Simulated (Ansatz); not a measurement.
Basis-set series for CH6Cl2O4Si2, SMILES `O[Si](O)(Cl)C[Si](O)(O)Cl`. The species carries charge 0 and has multiplicity 1. The structure was optimised at the PBE0-D4/def2-TZVP level. It is one conformer, not always the lowest.

| functional | basis | functions | energy (Eh) | HOMO (eV) | LUMO (eV) |
| --- | --- | --- | --- | --- | --- |
| PBE0-D4 | def2-SVP | 172 | -1840.71168 | -8.97 | 0.97 |
| PBE0-D4 | def2-TZVPP | 407 | -1841.68058 | -9.16 | 0.31 |
| ωB97M-V | def2-SVP | 172 | -1841.43015 | -11.25 | 2.68 |
| ωB97M-V | def2-TZVPP | 407 | -1842.40391 | -11.47 | 1.82 |

**Question.** Give the rows for def2-QZVPP. (An estimate is asked.)

**Answer.** Ansatz gave: 
| functional | basis | functions | energy (Eh) | HOMO (eV) | LUMO (eV) |
| --- | --- | --- | --- | --- | --- |
| PBE0-D4 | def2-QZVPP | 745 | -1841.74782 | -9.21 | -0.07 |
| ωB97M-V | def2-QZVPP | 745 | -1842.46736 | -11.51 | 1.20 |

Positive LUMOs are unbound and depend on the basis.
